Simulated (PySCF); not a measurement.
BH3, SMILES B. Coordinates come from a PBE0-D3(BJ)/def2-TZVPD optimisation. The isomer is the one that the SMILES or the coordinates give; other isomers of the formula were not compared.

TDDFT-CAM-B3LYP/def2-TZVPD (PySCF) puts the lowest singlet excitations at 5.84, 5.84, 9.38, 9.38, 10.86, 11.12 eV and the lowest triplet (TDA) at 5.09 eV.

Problem. What are the lowest singlet roots from EOM-CCSD/aug-cc-pVDZ (PySCF)? (An estimate is asked for; the answer gives what the named calculation found.)

Solution. 6.07, 6.07, 9.92, 9.92, 10.77, 10.86 eV; triplets 5.41, 5.41, 9.57 eV. S1 differs by 0.22 eV (second minus first; roots are paired by order, and the bases may differ).
